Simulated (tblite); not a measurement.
`CC/C=C1/C[Si@@H](F)[C@@H]1Cl`. Computed geometry: GFN2-xTB, gas phase.

```
atom  x, y, z in Å
C1     2.7785   -0.3761    0.2220
C2     1.7590   -0.2799   -0.9139
C3     0.6896    0.7115   -0.5809
C4    -0.5559    0.4159   -0.2507
C5    -1.6784    1.3700    0.1223
Si6   -2.8758   -0.0949    0.3678
F7    -4.0229   -0.2112   -0.7646
C8    -1.2265   -0.9349   -0.1545
Cl9   -0.4771   -1.9885    1.0961
H10    3.2207    0.5973    0.4236
H11    3.5725   -1.0714   -0.0399
H12    2.2933   -0.7299    1.1285
H13    1.3215   -1.2629   -1.0890
H14    2.2681    0.0383   -1.8277
H15    0.9961    1.7505   -0.5855
H16   -1.9221    2.0634   -0.6824
H17   -1.4407    1.9684    1.0000
H18   -3.5179   -0.4421    1.6140
H19   -1.1920   -1.5142   -1.0777
```

What is the longest distance between nuclei?

F7···H11, 7.68 Å; the next longest distance is 7.38 Å.

Work out the bond lengths C1–H10, C1–H11, C1–H12, C2–H13, C3–H15, Si6–F7, Si6–C8, Si6–H18 in Å.

For C1–H10 the difference vector is (0.4422, 0.9734, 0.2016) Å, of length 1.0880 Å. C1–H10 1.088; C1–H11 1.087; C1–H12 1.087; C2–H13 1.090; C3–H15 1.083; Si6–F7 1.616; Si6–C8 1.923; Si6–H18 1.444 Å.

Where is the centre of mass (commonest isotopes), and what is the radius of gyration?

Mass 164.022 u; centre at (-0.895, -0.390, 0.087) Å; Rg = √(Σ m r²/M) = 2.371 Å. As Ia + Ib + Ic = 2 Σ m r², the three principal moments sum to 1843.5 u·Å².

What is the repulsion energy of the bare nuclei, Σ ZA·ZB/RAB?

616.16 Eh over 171 pairs, with full nuclear charges and distances in bohr; the largest single term is 41.26 Eh (Si6 with F7).

Give the dihedral angles H17–C5–Si6–F7, H11–C1–C2–C3, H16–C5–Si6–F7.

H17–C5–Si6–F7 135° (anticlinal); H11–C1–C2–C3 -178° (antiperiplanar); H16–C5–Si6–F7 6° (synperiplanar). Dihedral signs follow IUPAC: positive where, seen along the central bond, the front bond turns clockwise onto the rear one.

What are the angles C3–C4–C5, C3–C4–C8, C4–C5–Si6, C8–Si6–H18?

From the scalar product of the two bond vectors; for C3–C4–C5 it is -1.2392 Å² over 1.3220 × 1.5197 Å², cos θ = -0.6168. C3–C4–C5 128.1°; C3–C4–C8 129.3°; C4–C5–Si6 90.8°; C8–Si6–H18 120.7°.

How far are the heavy atoms from their best plane (unweighted least squares)?

0.495 Å rms; C1 0.28, C2 0.75, C3 0.08, C4 0.08, C5 0.78, Si6 0.40, F7 0.71, C8 0.38, Cl9 0.37 Å (magnitudes).

Write the matrix of distances between heavy atoms (Å, lower triangle).

```
C1    0.000
C2    1.529  0.000
C3    2.488  1.496  0.000
C4    3.460  2.507  1.322  0.000
C5    4.788  3.951  2.556  1.520  0.000
Si6   5.663  4.812  3.777  2.455  1.908  0.000
F7    6.875  5.784  4.805  3.561  2.964  1.616  0.000
C8    4.061  3.149  2.562  1.511  2.365  1.923  2.952  0.000
Cl9   3.737  3.458  3.386  2.757  3.697  3.142  4.381  1.799  0.000
```

Its GFN2-xTB frequencies are all real (lowest 34 cm⁻¹). The numbers are those of one conformer.
